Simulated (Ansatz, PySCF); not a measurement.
Species: CNO (charge 0, doublet). It need not be the lowest isomer of its formula. 
Coordinates optimised at B3LYP-D3(BJ)/def2-TZVP (Ansatz, a first-principles code):
```
C
O 1 1.1754
N 1 1.2216 2 180.00
```
Charge 0, spin multiplicity 2.

Total electronic energies in hartree. Cores are frozen in the correlated levels unless marked. Open shells are spin-unrestricted. Spin-orbit coupling is left out. Non-relativistic. CBS(X,Y): correlation extrapolated as X^-3; Hartree-Fock from the larger set. [CCSD(T)-MP2]/basis is that difference in the basis named.

```tsv
level	program	energy (Eh)
HF/cc-pVQZ	Ansatz	-167.20264
M06-L/def2-TZVPD	PySCF	-168.06011
B3LYP-D3(BJ)/def2-TZVPD	Ansatz + dftd3	-168.07718
BHLYP/def2-TZVPD	Ansatz	-167.98295
B2PLYP-D4/def2-TZVPD	Ansatz + dftd4	-167.95894
MP2/cc-pVDZ	Ansatz	-167.56026
CCSD/6-31G	Ansatz	-167.33617
RI-MP2/CBS(cc-pVTZ,cc-pVQZ)+[CCSD(T)-MP2]/cc-pVTZ	Ansatz	-167.8293
CCSD(T)/CBS(cc-pVTZ,cc-pVQZ)	Ansatz	-167.8253
```

Totals of different functionals don't rank their quality; only differences between species are comparable.
